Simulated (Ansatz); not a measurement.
C$_{2}$H$_{8}$GaNO$_{2}$, SMILES `C[O][Ga]([NH2])[O]C` at its PBE0-D4/def2-TZVP geometry, where that method's forces vanish. The species carries charge 0 and has multiplicity 1.

```
atom   x (Å)   y (Å)   z (Å)
  C1  -0.684   1.576  -1.612
  O2   0.162   0.671  -0.953
 Ga3  -0.353  -0.238   0.490
  N4  -1.963  -0.016   1.285
  O5   0.859  -1.317   1.198
  C6   2.157  -1.439   0.666
  H7  -1.464   1.065  -2.193
  H8  -0.086   2.169  -2.312
  H9  -1.179   2.276  -0.925
 H10  -2.740   0.370   0.775
 H11  -2.270  -0.668   1.986
 H12   2.351  -2.485   0.405
 H13   2.315  -0.829  -0.230
 H14   2.895  -1.136   1.418
```

(1) For each bond, give half the difference of the two atoms' forces along it (eV/Å; positive pushes the atoms apart) under PBE-D4, r2SCAN-D4, B3LYP-D4, ωB97M-V in def2-TZVPP. (Estimate.)

Answers

(1) Computed: 
| bond | length (Å) | PBE-D4 | r2SCAN-D4 | B3LYP-D4 | ωB97M-V |
| --- | --- | --- | --- | --- | --- |
| C1–O2 | 1.404 | 0.27 | 0.32 | 0.28 | 0.30 |
| C1–H7 | 1.098 | 0.07 | -0.07 | -0.09 | -0.12 |
| C1–H8 | 1.094 | 0.11 | -0.05 | -0.11 | -0.12 |
| C1–H9 | 1.098 | 0.06 | -0.07 | -0.09 | -0.11 |
| O2–Ga3 | 1.782 | 0.16 | -0.06 | 0.04 | -0.04 |
| Ga3–N4 | 1.808 | -0.08 | -0.04 | 0.07 | 0.01 |
| Ga3–O5 | 1.770 | 0.17 | -0.05 | 0.02 | -0.04 |
| N4–H10 | 1.006 | 0.20 | 0.04 | -0.05 | -0.03 |
| N4–H11 | 1.006 | 0.19 | 0.03 | -0.04 | -0.02 |
| O5–C6 | 1.408 | 0.27 | 0.32 | 0.29 | 0.28 |
| C6–H12 | 1.096 | 0.09 | -0.05 | -0.10 | -0.12 |
| C6–H13 | 1.096 | 0.04 | -0.08 | -0.09 | -0.10 |
| C6–H14 | 1.096 | 0.09 | -0.06 | -0.10 | -0.12 |

B3LYP here is the variant with VWN-RPA as its local correlation; programs differ in this.
